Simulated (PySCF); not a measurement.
CH₈GeOSi, SMILES C[SiH2][O][GeH3]. The structure is a stationary point at PBE-D3(BJ)/def2-SVP. This is a generated structure with no PubChem entry under its InChIKey; it may be hypothetical. One conformer was computed; it need not be the lowest.

### Question
Give the equilibrium geometry at PBE-D3(BJ)/def2-SVP (PySCF confirms it by a frequency run) as Cartesian coordinates in Å, and its point group. (The exact figures need the calculation; the answer reports its results.)

### Answer
Several could match; the one computed here: point group Cs.
```xyz
12

Si    -0.5404    -1.5734     0.0000
C      0.5692    -3.0858     0.0000
O      0.4378    -0.2067     0.0000
Ge     0.0397     1.5474     0.0000
H     -1.4326    -1.5759     1.2196
H     -1.4326    -1.5759    -1.2196
H      1.2187    -3.0968     0.8982
H     -0.0406    -4.0126     0.0000
H      1.2187    -3.0968    -0.8982
H      1.4049     2.2745     0.0000
H     -0.7798     1.8804     1.2776
H     -0.7798     1.8804    -1.2776
```
